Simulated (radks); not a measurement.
Values are calculated unless marked as measured or tabulated.
Question: Sc2+, 19 electrons, occupied as [Ar] 3d1. Level of theory: scalar-relativistic Kohn-Sham, LB94 model potential, spin-polarised, spherical densities, finite nucleus; open shells are filled with parallel spins first; Fermi nuclear charge, rms radius 3.5459 fm (a radial shooting solver on a logarithmic mesh with Libxc functionals). Some entries of the table are withheld. Estimate them.

| orbital | occ. | eigenvalue (eV) | <r> (bohr) | <r^2> (bohr^2) |
|---|---|---|---|---|
| 1s down | 1 | -4474.627 | 0.07282 | 0.007124 |
| 1s up | 1 | -4474.623 | 0.07282 | 0.007124 |
| 2s down | 1 | -510.6168 | 0.3423 | 0.1384 |
| 2s up | 1 | -510.4685 | 0.3423 | 0.1384 |
| 2p down | 3 | -424.8407 | 0.3058 | 0.1153 |
| 2p up | 3 | -424.7268 | 0.3058 | 0.1153 |
| 3s up | 1 | -77.4866 | 1.077 | 1.339 |
| 3s down | 1 | -77.0147 | 1.079 | 1.345 |
| 3p up | 3 | (1) | 1.164 | 1.596 |
| 3p down | 3 | (2) | 1.169 | 1.611 |
| 3d up | 1 | -25.6680 | (3) | 2.810 |
| 3d down | 0 | -25.5071 | (4) | 2.946 |

Answer: 
(1) 3p up eigenvalue (eV): -56.3959
(2) 3p down eigenvalue (eV): -55.9871
(3) 3d up <r> (bohr): 1.499
(4) 3d down <r> (bohr): 1.531
